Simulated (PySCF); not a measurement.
**Energy of Cr⁺ (chromium, charge +1) between two integer charges**

The 3d alpha orbital of [Ar] 3d5 is emptied in steps (occupation f), with all orbitals relaxed, ending at [Ar] 3d4. All numbers are calculated (PySCF 2.14, the non-relativistic Hamiltonian (point nucleus), in aug-cc-pVTZ (8s7p5d3f2g, 93 functions)). The exact energy is a straight line in f; departures are measured from the line between the end points of the same method.

Among PBE0, r2SCAN, LC-wPBE, which shows the largest delocalisation error (convex curve), and which is closest to linear?

Most convex: r2SCAN (-1.455 eV at f = 0.4); closest to linear: LC-wPBE (-0.395 eV).

| f | PBE0 (eV) | r2SCAN (eV) | LC-wPBE (eV) |
| --- | --- | --- | --- |
| 1 | 0.000 | 0.000 | 0.000 |
| 0.8 | -0.681 | -0.951 | -0.245 |
| 0.6 | -1.036 | -1.442 | -0.381 |
| 0.4 | -1.050 | -1.455 | -0.395 |
| 0.2 | -0.708 | -0.978 | -0.272 |
| 0 | 0.000 | 0.000 | 0.000 |

```csv
method,E(f=0) − E(f=1) (eV),−ε at f=1 (eV),−ε at f=0.4 (eV)
PBE0,16.920,12.733,17.727
r2SCAN,16.939,11.069,18.091
LC-wPBE,16.972,15.507,17.233
```

Reference removal energy between the ground levels: 16.486 eV (measured; NIST Atomic Spectra Database, ionization energies). The calculation has no spin-orbit coupling. The determinant left behind need not be the lowest term of the ion.
